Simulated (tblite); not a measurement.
Compound: C7H14P2.
Cartesian coordinates in Å at the GFN2-xTB level; atoms count from 1:
```xyz
23
C7H14P2 angstrom
C     -2.9791   -1.4053   -0.4275
C     -1.8196   -0.4716   -0.5188
C     -0.7197   -0.6637   -1.2428
P      0.4967    0.6785   -1.1333
P      1.4930   -0.0321    0.7033
C      2.8388    1.2462    0.7142
C      2.4499   -1.4077   -0.0921
C     -0.7881    1.7358   -0.2876
C     -1.8379    0.7908    0.2971
H     -3.8799   -0.9228   -0.8077
H     -2.7984   -2.3115   -1.0001
H     -3.1604   -1.6734    0.6132
H     -0.5467   -1.5220   -1.8731
H      2.4183    2.2075    1.0045
H      3.3039    1.3383   -0.2659
H      3.5898    0.9625    1.4498
H      2.9121   -1.0816   -1.0229
H      1.7769   -2.2395   -0.2925
H      3.2207   -1.7436    0.5999
H     -0.3320    2.3791    0.4668
H     -1.2331    2.3787   -1.0531
H     -2.8294    1.2482    0.3035
H     -1.5807    0.5360    1.3306
```

Level: GFN2-xTB in tblite, geometry and Hessian alike; calculated harmonic values, unscaled, isolated species. This tight-binding method is rough: wavenumbers can miss measured ones by several per cent, in bad cases by 10 to 20. One conformer, not necessarily the lowest.

Harmonic wavenumbers (cm⁻¹): 38.1, 68.3, 103.1, 133.8, 135.2, 158.2, 175.3, 196.5, 222.9, 257.5, 283.6, 317.3, 418.7, 466.4, 503.4, 535.5, 694.7, 704.5, 735.3, 762.6, 799.7, 804.2, 820.4, 852.8, 885.5, 895.0, 937.9, 941.3, 1008.5, 1016.1, 1044.5, 1114.0, 1125.4, 1164.7, 1236.3, 1254.4, 1313.9, 1315.8, 1317.7, 1396.9, 1439.3, 1443.0, 1449.4, 1453.0, 1461.1, 1462.6, 1475.5, 1478.0, 1667.5, 2927.5, 2941.1, 2967.4, 2971.6, 2987.2, 2993.5, 2993.8, 3000.5, 3005.8, 3009.6, 3011.9, 3014.0, 3044.0, 3079.4.

A = 2071, B = 791.4, C = 695.6 MHz; mass 160.057 u (most abundant isotopes); point group C1, symmetry number 1.

Q: Zero-point energy?

A: ½Σν̃ = 41716 cm⁻¹ = 119.27 kcal/mol.

Q: Give the ideal-gas entropy at 400 K and 1 bar in the rigid-rotor, harmonic-oscillator model (classical rotation).

A: Translation 42.61, rotation 30.90, vibration 51.23: S = 124.7 cal/(mol K).

Q: And Cp and H(400 K) − H(0)?

A: Cp = 58.17 cal/(mol K), of which vibrations give 50.22 (their classical limit is 63 R = 125.2); H(400 K) − H(0) = 13.68 kcal/mol without the zero-point energy, 10.50 from vibrations.

Q: Blend soft modes into free rotors: weight 1/[1 + (100 cm⁻¹/ν̃)⁴] for the oscillator and the rest for a rotor with moment μB/(μ + B), μ = h/(8π²ν), B = 10⁻⁴⁴ kg m². What vibrational entropy results?

A: 47.62 cal/(mol K) in place of 51.23, which changes −T·S at 400 K by +1.45 kcal/mol.

Q: What must be added to the electronic energy to get the Gibbs energy at 400 K and 1 bar?

A: ZPE + [H(400 K) − H(0)] − T·S = 119.27 + 13.68 − 49.90 = 83.05 kcal/mol.

Q: How do the functions run with temperature in this model?

A: 
| T (K) | S (cal/(mol K)) | Cp (cal/(mol K)) | H − H(0) (kcal/mol) | G − H(0) (kcal/mol) | ln q(vib) |
| --- | --- | --- | --- | --- | --- |
| 150 | 84.3 | 29.0 | 2.79 | -9.86 | 4.02 |
| 250 | 101.8 | 40.5 | 6.25 | -19.20 | 7.53 |
| 298.15 | 109.4 | 46.3 | 8.35 | -24.28 | 9.17 |
| 600 | 152.0 | 76.5 | 27.26 | -63.95 | 19.03 |
| 900 | 186.7 | 94.5 | 53.12 | -114.93 | 28.03 |

q(vib) and H(0) count from the zero-point level.

Hindered rotation and anharmonicity are outside this model. Other conformers, if any are populated, would add a mixing term that is left out. The structure is chiral; the term R ln 2 for an equal mix with its mirror image is left out.
